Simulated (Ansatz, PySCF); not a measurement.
Dimer: FGeH3O (SMILES [OH][GeH2][F]) (first 6 atoms) with NH3 (SMILES N); geometry from B3LYP-D3(BJ)/def2-TZVP.
(charge 0, multiplicity 1):
```xyz
10

O     -1.435     0.343     0.815
Ge     0.222    -0.327     0.643
F      0.086    -0.822    -1.070
H     -1.889     0.242    -0.030
H      0.461    -1.680     1.319
H      1.346     0.707     0.559
N      0.112     0.469     3.011
H      0.145    -0.243     3.731
H      0.741     1.219     3.276
H     -0.832     0.839     2.966
```

Basis-set superposition error: the interaction energy with monomers in their own basis, and in the dimer's basis (counterpoise).

Run with Ansatz (a first-principles code) with Gaussian orbitals; PySCF for 6-31G* rows. 

```tsv
level	uncorrected (kcal/mol)	counterpoise (kcal/mol)	difference
HF/aug-cc-pVDZ	-10.06	-9.01	1.05
B97M-V/def2-TZVPPD	-14.09	-13.83	0.26
B3LYP/6-31G*	-15.37	-11.04	4.33
B3LYP/def2-TZVPPD	-10.48	-10.17	0.32
PBE0/def2-TZVPPD	-12.96	-12.68	0.28
BHLYP/def2-TZVPPD	-12.14	-11.86	0.27
CAM-B3LYP/def2-TZVPPD	-12.21	-11.89	0.31
MP2/6-31G*	-17.42	-11.67	5.76
MP2/aug-cc-pVDZ	-14.76	-12.47	2.29
SCS-MP2/aug-cc-pVDZ	-13.68	-11.33	2.35
```

The error is largest for MP2/6-31G* (5.76 kcal/mol) and smallest for B97M-V/def2-TZVPPD (0.26 kcal/mol).
